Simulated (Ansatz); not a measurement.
H₈InNSi₂ (`[SiH3][N]([SiH3])[InH2]`). The species carries charge 0 and has multiplicity 1. In takes the def2 core potential. Geometry: relaxed with PBE0-D4/def2-TZVP.

```xyz
12

Si    1.556   -0.608    0.240
N    -0.057   -0.052   -0.025
Si   -0.442    1.612    0.233
In   -1.519   -1.369   -0.644
H     1.633   -2.062   -0.070
H     2.535    0.113   -0.624
H     1.985   -0.403    1.653
H     0.374    2.506   -0.639
H    -0.188    2.025    1.644
H    -1.880    1.839   -0.072
H    -0.948   -2.964   -0.853
H    -3.049   -0.638   -0.842
```

Task: What is the dipole moment at B3LYP/def2-TZVPP? (Best estimate.)

Result: Computed: 1.78 D, with components (-1.26, -1.14, -0.54) D in this frame, pointing from negative to positive charge.

Task: And with PBE, r2SCAN, ωB97M-V? (Best estimate.)

Result: Ansatz gave: PBE 1.70 D, r2SCAN 1.80 D, ωB97M-V 1.92 D.

Task: Give the Mulliken charges with B3LYP, ωB97M-V, PBE in def2-TZVPP. (Estimate.)

Result: Computed: 
| atom | B3LYP | ωB97M-V | PBE |
| --- | --- | --- | --- |
| Si1 | 0.30 | 0.22 | 0.24 |
| N2 | -0.47 | -0.55 | -0.38 |
| Si3 | 0.30 | 0.22 | 0.24 |
| In4 | 0.55 | 0.47 | 0.48 |
| H5 | -0.07 | -0.03 | -0.06 |
| H6 | -0.08 | -0.04 | -0.06 |
| H7 | -0.08 | -0.04 | -0.07 |
| H8 | -0.08 | -0.04 | -0.06 |
| H9 | -0.08 | -0.04 | -0.07 |
| H10 | -0.07 | -0.03 | -0.06 |
| H11 | -0.11 | -0.07 | -0.10 |
| H12 | -0.11 | -0.07 | -0.10 |

B3LYP here is the variant with VWN-RPA as its local correlation; programs differ in this.
